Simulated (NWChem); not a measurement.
System: CHCl2F; SMILES FC(Cl)Cl

```xyz
5

F      1.5952    -0.1809     0.0000
C      0.3872     0.4094     0.0000
Cl    -0.4994    -0.0603    -1.4819
Cl    -0.4994    -0.0603     1.4819
H      0.4963     1.4924     0.0000
```
Atoms are numbered in this order, from 1.

Results from NWChem. Pople sets run with spherical d functions. Structure relaxed at the B3LYP/6-31G* (spherical d) level. Level: PBE/6-31G* with SMD (1 M gas to 1 M solution), gas-phase geometry.

Task: Predict the results for solvent methanol. Quantities: solvation free energy (kcal/mol); cavity-dispersion-structure term (kcal/mol); dipole in solution (D).

Result: 
- solvation free energy (kcal/mol): -4.1
- cavity-dispersion-structure term (kcal/mol): -1.3
- dipole in solution (D): 1.78
